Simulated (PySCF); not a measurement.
Compound: C₇H₈NP.
Cartesian coordinates in Å at the GFN2-xTB level; atoms count from 1:
```xyz
17
C7H8NP angstrom
C     -3.4655   -0.6399   -0.1045
C     -2.4389   -0.9885    0.4009
C     -1.1527   -1.3726    0.9618
N     -0.0636   -0.7818    0.2178
C      0.4870   -1.3520   -0.8755
P      1.7118   -0.4061   -1.6147
C      1.4367    0.8296   -0.3719
C      2.1856    2.1193   -0.2773
C      0.4579    0.4402    0.4938
H     -4.3787   -0.3479   -0.5305
H     -1.0976   -1.0407    2.0047
H     -1.0566   -2.4639    0.9326
H      0.1411   -2.3203   -1.1928
H      1.7968    2.7254    0.5391
H      3.2454    1.9353   -0.1022
H      2.0968    2.6823   -1.2054
H      0.0875    0.9935    1.3398
```

The closed-shell SCF was solved with PySCF and density fitting under several settings on one GFN2-xTB geometry (grid level 2 and gas phase unless stated).

```tsv
settings	basis functions	SCF cycles	E (Eh)	HOMO (eV)	LUMO (eV)	dipole (D)
PBE0/pcSseg-1	200	15	-667.0055	-6.30	-0.27	3.22
CAM-B3LYP/def2-SVPD	248	14	-667.0719	-7.46	0.72	3.16
OLYP/IGLO-II, IEF-PCM acetonitrile, energy threshold 1e-06 Eh	259	9	-667.5309	-5.22	-0.95	4.26
WP04/pcSseg-1, IEF-PCM tetrahydrofuran	200	16	-679.0095	-7.48	-2.40	3.91
```

Problem. Estimate the row for these settings: revPBE/pcseg-1.

Solution. 
```tsv
settings	basis functions	SCF cycles	E (Eh)	HOMO (eV)	LUMO (eV)	dipole (D)
revPBE/pcseg-1	170	17	-667.3458	-5.30	-1.07	3.20
```

Problem. Over all rows, what range does the HOMO–LUMO gap span?

Solution. From 4.23 eV (revPBE/pcseg-1) to 8.18 eV (CAM-B3LYP/def2-SVPD). The functional of the narrowest has no exact exchange, that of the widest range-separated exact exchange.

Cycle counts include a coarse-grid stage where the run had one. WP04 was designed for NMR shieldings or shifts; total energies of different functionals aren't comparable. The structure is a single GFN2-xTB conformer; no vibrational corrections.
